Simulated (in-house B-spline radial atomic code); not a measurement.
# RPA and G0W0 on PBE: B IV (B3+)

Configuration 1s2, mean-field start PBE. Computed with an all-electron radial atomic-structure program (B-spline basis): all electrons, scalar-relativistic (spin-free one-electron X2C), finite nucleus, each spin shell either full or empty, empty states to l = 9 with an (l + 1/2)⁻⁴ tail; G0W0 by contour deformation at full frequency.

Command:
```bash
python run_gw.py task.json out
```
Settings (radii: box in bohr, nucleus in fm):
```
Z                        5
electrons                2
configuration            1s2
hamiltonian              x2c
method                   pbe,pbe
lmax                     9
rms_radius               2.406
spin_polarised           False
box_radius               14.14
intervals                71
ion_configuration        1s1
```

Run time, properties included: 1.3 s on 1 thread of Arm Neoverse V1, with other jobs on the host.

Energies (hartree):

```json
{"term": "mean-field total", "value": "-21.98848"}
{"term": "Hartree-Fock functional on these orbitals", "value": "-21.99099"}
{"term": "direct second order", "value": "-0.094763"}
{"term": "second-order exchange", "value": "0.047382"}
{"term": "SOSEX correction", "value": "0.04488"}
```

Question: What is the RPA correlation energy, and what remains with SOSEX?

Answer: RPA gives -0.089759 hartree (-1.22 eV per electron); RPA + SOSEX gives -0.044879, and the second-order doubles -0.047381 hartree (no singles). SOSEX takes back 50 % of the RPA value, the self-correlation of each of the two electrons.

Quasi-particle levels (eV):

```
level  occupied  mean field  Σx - vxc     Σc  QP weight    G0W0
   1s       yes     -231.36    -28.50      ?          ?       ?
   2s        no      -41.86      4.42  -0.19      0.999  -37.63
```

G0W0 = mean field + (Σx - vxc) + Σc, with Σc (partial-wave tail included) taken at the quasi-particle energy.

Question: Where does G0W0 put 1s?

Answer: At -258.97 eV, with Σc = 0.89 eV and a quasi-particle weight of 0.985. The tabulated removal energy is 259.374 eV (NIST, tabulated theory).

Question: What does it cost to remove one electron (to 1s1) by differences of total energies, each species on its own start (correlation terms add to the Hartree-Fock functional)?

Answer: PBE 258.78 eV, Hartree-Fock functional 258.17 eV, + RPA 259.99 eV, + RPA + SOSEX 259.39 eV, + second order 259.46 eV. Tabulated: 259.374 eV (NIST, tabulated theory).
